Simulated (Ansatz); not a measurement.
Cost and result for the atomization energy of Cl$_{2}$H$_{6}$N$_{2}$OSi$_{2}$ (`N[SiH](O)[Si](N)(Cl)Cl`) (13 atoms, 12 bonds).

```json
{"atom": "N1", "x (Å)": "-1.6148", "y (Å)": "0.7841", "z (Å)": "0.7299"}
{"atom": "Si2", "x (Å)": "-1.0818", "y (Å)": "-0.5911", "z (Å)": "-0.1439"}
{"atom": "O3", "x (Å)": "-1.7133", "y (Å)": "-0.8619", "z (Å)": "-1.6409"}
{"atom": "Si4", "x (Å)": "1.2113", "y (Å)": "-0.2000", "z (Å)": "-0.3303"}
{"atom": "N5", "x (Å)": "1.9513", "y (Å)": "0.0199", "z (Å)": "1.1770"}
{"atom": "Cl6", "x (Å)": "1.2980", "y (Å)": "1.4889", "z (Å)": "-1.5660"}
{"atom": "Cl7", "x (Å)": "2.2882", "y (Å)": "-1.6377", "z (Å)": "-1.3228"}
{"atom": "H8", "x (Å)": "-2.5098", "y (Å)": "0.7863", "z (Å)": "1.1940"}
{"atom": "H9", "x (Å)": "-1.3646", "y (Å)": "1.7109", "z (Å)": "0.4215"}
{"atom": "H10", "x (Å)": "-1.4598", "y (Å)": "-1.7822", "z (Å)": "0.6481"}
{"atom": "H11", "x (Å)": "-1.4194", "y (Å)": "-0.2919", "z (Å)": "-2.3543"}
{"atom": "H12", "x (Å)": "2.9519", "y (Å)": "0.0504", "z (Å)": "1.2882"}
{"atom": "H13", "x (Å)": "1.4628", "y (Å)": "0.5244", "z (Å)": "1.8996"}
```

The species carries charge 0 and has multiplicity 1. The geometry is a stationary point of PBE0-D4/def2-TZVP. It is one conformer, not always the lowest. Program: Ansatz. All runs use 2 threads of an AMD EPYC 7R13 on a shared host and a share of an NVIDIA H100 80 GB. Times are those of one run each, without the atoms' runs, and a repeat can differ threefold. Electronic energies, without spin–orbit coupling; frozen cores. CCSD(T)/CBS adds CCSD(T) − MP2 in def2-TZVPP to the MP2 limit, and its time is that of the two runs behind it. T1 = 0.011. B3LYP takes the VWN-RPA correlation (the form of Gaussian; ORCA's B3LYP/G).

CCSD(T)/CBS is a level of theory with its own doubt, some kJ/mol a heavy atom from the limit and from the frozen cores, so smaller differences don't rank the functionals.

```json
{"level": "r2SCAN-D4/def2-TZVPP (with forces)", "functions": "345", "wall time": "5.5 s"}
{"level": "ωB97M-V/def2-TZVPP (with forces)", "functions": "345", "wall time": "7.5 s"}
{"level": "B2PLYP/def2-TZVPP", "functions": "345", "wall time": "8.5 s"}
{"level": "MP2/def2-QZVPP", "functions": "631", "wall time": "9.5 s"}
{"level": "PBE-D4/def2-TZVPP (with forces)", "functions": "345", "wall time": "10 s"}
{"level": "PBE0-D4/def2-TZVPP", "functions": "345", "wall time": "11 s"}
{"level": "ωB97X-V/def2-TZVPP", "functions": "345", "wall time": "11 s"}
{"level": "B3LYP-D4/def2-TZVPP (with forces)", "functions": "345", "wall time": "12 s"}
{"level": "CCSD(T)/def2-TZVPP", "functions": "345", "wall time": "24 s"}
{"level": "CCSD(T)/CBS(def2)", "functions": "–", "wall time": "34 s"}
```

Problem. What atomization energy does each give, and how far from CCSD(T)/CBS? (An estimate is asked.)

Solution. The calculation gave: 
```csv
level,atomization (kJ/mol),difference from CCSD(T)/CBS,per bond
r2SCAN-D4/def2-TZVPP (with forces),4610.3,-17.5,-1.5
ωB97M-V/def2-TZVPP (with forces),4643.2,15.4,1.3
B2PLYP/def2-TZVPP,4539.5,-88.3,-7.4
MP2/def2-QZVPP,4665.4,37.6,3.1
PBE-D4/def2-TZVPP (with forces),4686.5,58.7,4.9
PBE0-D4/def2-TZVPP,4594.0,-33.8,-2.8
ωB97X-V/def2-TZVPP,4647.2,19.4,1.6
B3LYP-D4/def2-TZVPP (with forces),4601.9,-25.9,-2.2
CCSD(T)/def2-TZVPP,4453.5,-174.3,-14.5
CCSD(T)/CBS(def2),4627.8,0.0,0.0
```

From PBE to PBE0 (25 % exact exchange), in def2-TZVPP and without D4, the atomization energy moves by −86.8 kJ/mol: exact exchange takes away binding that semilocal exchange gives to molecules. In def2-TZVPP, CCSD(T) changes the Hartree–Fock value by +1255.7 kJ/mol (the triples alone add +80.5 kJ/mol) and MP2 by +1363.5 kJ/mol; breaking electron pairs costs correlation energy, which Hartree–Fock lacks. The D4 term adds +70.3 kJ/mol with B3LYP and +37.7 kJ/mol with PBE0; it sums over pairs of atoms, weighted by their polarisabilities, and B3LYP, whose exchange is more repulsive, gets the larger term.
